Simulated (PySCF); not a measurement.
Compound: C₅H₁₁O₂ (doublet state).
Z-matrix (Å and degrees, GFN2-xTB geometry), rows numbered from 1:
```
C 
O   1  1.4149
C   2  1.3806  1  113.72
O   3  1.4003  2  109.96  1    64.70
C   4  1.3852  3  118.37  2  -179.16
C   5  1.4892  4  112.67  3  -179.28
C   5  1.4896  4  121.05  3   -26.19
H   1  1.0965  2  110.63  3    59.77
H   1  1.0926  2  111.01  3   -61.64
H   1  1.0871  2  106.15  3   178.96
H   3  1.0994  2  105.91  1  -174.97
H   3  1.1114  2  110.86  1   -56.50
H   6  1.0864  5  109.35  4   -24.77
H   6  1.0899  5  110.48  4  -144.97
H   6  1.0965  5  112.03  4    95.11
H   7  1.0865  5  108.75  4   178.88
H   7  1.0908  5  111.96  4    59.04
H   7  1.0984  5  112.26  4   -61.77
```

The hyperfine couplings belong to this conformer and change with its torsions.

The species is `COCO[C](C)C` [radical].

Method used: UKS B3LYP, pcH-1 on C H O, non-relativistic, mean-field spin-orbit, GIAO in PySCF. One conformer (not necessarily the lowest) at the GFN2-xTB geometry, without solvent, vibrations or thermal averaging. The geometry wasn't refined by DFT: couplings that depend on bond lengths, twists or pyramidal angles can differ widely from those at the functional's own minimum. Stability of the SCF solution: not tested.

Largest spin populations (Mulliken): C5 (+0.86), O4 (+0.10), H18 (+0.07) and C6 (-0.07). No atom but C5 exceeds +0.15. The positive populations add up to 1.15 and the negative ones to -0.15, together 2S = 1. The angles at C5 add up to 354.1°, so it is nearly planar.

Task: List the C–H protons on four-coordinate carbons next to a three-coordinate spin centre, with their couplings and θ (C–H bond against the normal to the plane of the centre's neighbours, projected along the bond that joins the two).

Result: 
```tsv
β H	on	centre	θ (°)	cos²θ	a (G)
H13	C6	C5	78	0.04	+3.06
H14	C6	C5	42	0.55	+17.84
H15	C6	C5	18	0.91	+40.10
H16	C7	C5	74	0.08	+1.96
H17	C7	C5	46	0.48	+19.90
H18	C7	C5	13	0.95	+42.72
```

Fitting the Heller–McConnell form a = ρ(B0 + B2 cos²θ), with Mulliken ρ = 0.86, gives B0 = -1.6 G and B2 = 52.0 G, with a largest miss of 5.2 G.

Task: What would the freely rotating methyl group on C6 show?

Result: Three equal couplings, a 1:3:3:1 quartet. The mean of the three values of this geometry estimates the splitting: 20.3 G, or 57.0 MHz (three bonds 120° apart have a mean cos²θ of 1/2 at any torsion).

Couplings in gauss use g_iso = 2.0031.
